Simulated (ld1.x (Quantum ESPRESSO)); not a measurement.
## Reading a pseudo-wave (Al (Z = 13))

Columns: radius, all-electron u(r) and pseudo u(r) of the 3p shell (level -3.02 eV) of aluminium in the configuration [Ne] 3s1.5 3p1.5; PBEsol, scalar-relativistic, TM scheme, ld1.x (Quantum ESPRESSO) 7.5.

```
r (bohr)  all-electron   pseudo
   0.088        0.0628  -0.0029
   0.175        0.1483  -0.0112
   0.262        0.2027  -0.0244
   0.350        0.2205  -0.0420
   0.438        0.2082  -0.0627
   0.525        0.1754  -0.0852
   0.612        0.1297  -0.1086
   0.700        0.0759  -0.1325
   0.788        0.0186  -0.1561
   0.875       -0.0388  -0.1791
   0.962       -0.0952  -0.2022
   1.050       -0.1498  -0.2263
   1.138       -0.2014  -0.2518
   1.225       -0.2489  -0.2790
   1.312       -0.2928  -0.3083
   1.400       -0.3334  -0.3399
   1.487       -0.3700  -0.3720
   1.575       -0.4035  -0.4038
   1.662       -0.4332  -0.4332
   1.750       -0.4597  -0.4597
   1.838       -0.4828  -0.4828
   1.925       -0.5025  -0.5025
   2.012       -0.5192  -0.5192
   2.100       -0.5331  -0.5331
   2.188       -0.5444  -0.5444
   2.275       -0.5531  -0.5531
```

(1) How many radial nodes do the two functions have?

(2) At about which radius was the pseudo-wave matched?

(3) Is the pseudo-wave norm-conserving?

Results:

(1) The all-electron 3p function has n − l − 1 = 1; the pseudo-wave has 0, since the states of the same l below it are removed with the core.

(2) 1.75 bohr. The columns agree to 0.0005 from 1.57 bohr on; several derivatives are matched, so the curves merge somewhat inside the radius.

(3) Yes: the TM scheme keeps the norm inside the radius equal to the all-electron one, which fixes the energy derivative of the logarithmic derivative at the level.
